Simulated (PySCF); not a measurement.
C3H10Si.
Bonds: C1–C2, C2–C3, C3–Si4. Hydrogens: H5, H6, H7 on C1; H8, H9 on C2; H10, H11 on C3; H12, H13, H14 on Si4.

A GFN2-xTB structure was refined with PBE0-D3(BJ)/def2-SVP geometry optimisation, gas phase in PySCF. Its GFN2-xTB values:

| coordinate | GFN2-xTB |
| --- | --- |
| C1–C2 | 1.501 Å |
| C1–H5 | 1.075 Å |
| C2–C3 | 1.519 Å |
| C2–H8 | 1.107 Å |
| C3–Si4 | 1.953 Å |
| C3–H10 | 1.073 Å |
| Si4–H12 | 1.456 Å |
| C1–C2–C3 | 110.8° |
| C1–C2–H8 | 111.0° |
| C2–C1–H5 | 113.0° |
| C2–C3–Si4 | 113.0° |
| C3–Si4–H12 | 108.7° |
| C3–Si4–H13 | 107.1° |
| H10–C3–H11 | 107.7° |
| H12–Si4–H13 | 109.6° |

Q: How do these coordinates change at the PBE0-D3(BJ)/def2-SVP level?

A: 
```csv
coordinate,PBE0-D3(BJ)/def2-SVP (Å or °),change
C3–Si4,1.886,-0.067
Si4–H12,1.497,+0.041
C3–H10,1.105,+0.032
C1–H5,1.102,+0.027
C1–C2,1.522,+0.021
C2–C3,1.528,+0.009
C2–H8,1.104,-0.003
C3–Si4–H13,110.4,+3.3
C1–C2–C3,113.3,+2.5
H10–C3–H11,105.6,-2.1
C3–Si4–H12,110.6,+1.9
C2–C1–H5,111.1,-1.9
C1–C2–H8,109.4,-1.6
H12–Si4–H13,108.1,-1.5
C2–C3–Si4,114.5,+1.5
```

The energy falls by 0.195 eV over 4 energy and gradient evaluations, the largest force component goes from 0.0452 to 2.0e-04 Eh/bohr, and the atoms move by 0.042 Å rms after alignment. Among the bonds, C3–Si4 and Si4–H14 change most and about equally (-0.067 to +0.067 Å). Bonds longer at the end by more than 0.005 Å: 8 of 13; shorter: 2. Rotational constants go from 20158, 2237, 2142 to 20174, 2235, 2143 MHz.

The run used 110 basis functions and 23 SCF cycles in all.

Not checked by PBE0-D3(BJ)/def2-SVP frequencies. One conformer, not necessarily the lowest.

The values belong to the conformer `[CH3:1][CH2:2][CH2:3][SiH3:4]`: C1–C2–C3–Si4 -179°.
